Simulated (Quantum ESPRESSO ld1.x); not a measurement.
Species: Rh33+. Configuration: [Ne] 3s2.

All-electron calculation, non-relativistic Kohn-Sham, LDA (Slater exchange, Perdew-Wang correlation), spin-polarised, spherical densities, point nucleus; relativity is left out, which matters for an element this heavy. Program: ld1.x of Quantum ESPRESSO 7.5.

Energy parts (eV):
| part | energy |
|---|---|
| total | -103851.04 |
| kinetic | 103821.00 |
| electron-nucleus | -219552.48 |
| Hartree | 13867.01 |
| exchange-correlation | -1986.57 |

Orbitals (lengths in bohr, moments of r in powers of bohr; r(90%) holds 90 % of the orbital's charge):
| orbital | occ. | eigenvalue (eV) | r(90%) | <r^2> | <r^4> |
|---|---|---|---|---|---|
| 1s | 2 | -24207.4 | 0.0602 | 0.001534 | 5.951e-06 |
| 2s | 2 | -4936.11 | 0.222 | 0.02454 | 0.001008 |
| 2p | 6 | -4730.98 | 0.199 | 0.01847 | 0.0006576 |
| 3s | 2 | -1981.66 | 0.502 | 0.1372 | 0.02725 |

The highest occupied level is 3s at -1981.7 eV. Virial ratio -V/T = 2.00029. The density falls to 0.001 e/bohr^3 at r = 0.88 bohr. For comparison, the ionisation energy in NIST's Atomic Spectra Database is 2063 eV (semi-empirical). In exact Kohn-Sham theory the highest level is minus the ionisation energy, but local and semilocal functionals leave it too shallow, through self-interaction and a potential that decays too fast; potentials with the right tail come closer.
